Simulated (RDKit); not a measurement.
A run for RDKit: UFF on CH4SSe (SMILES CS[SeH]), a point of a torsion scan.

```python
from rdkit import Chem
from rdkit.Chem import AllChem, rdDetermineBonds

blocks = [
'''7

C    -0.87981725   -0.16688022    0.07420196
S     0.05060278    1.37882133   -0.20224671
Se    2.11334899    0.71133379   -0.02707886
H    -0.57849919   -0.91854134   -0.64887035
H    -1.92487940    0.08744784   -0.06486496
H    -0.71264485   -0.51721430    1.08828573
H     2.04196821    0.22177477    1.35169104
''',
]
mol = None
for b in blocks:
    f = Chem.MolFromXYZBlock(b)
    rdDetermineBonds.DetermineBonds(f, charge=0)
    mol = f if mol is None else Chem.CombineMols(mol, f)
Chem.SanitizeMol(mol)
print(Chem.MolToSmiles(Chem.RemoveHs(mol)))
ff = AllChem.UFFGetMoleculeForceField(mol, vdwThresh=100.0, ignoreInterfragInteractions=False)
e = ff.CalcEnergy()
print(f'UFF energy {e:.6f} kcal/mol')
```

Output:

```
CS[SeH]
UFF energy 8.114974 kcal/mol
```

The run finished.

Cost: very roughly 0.020 core-seconds.
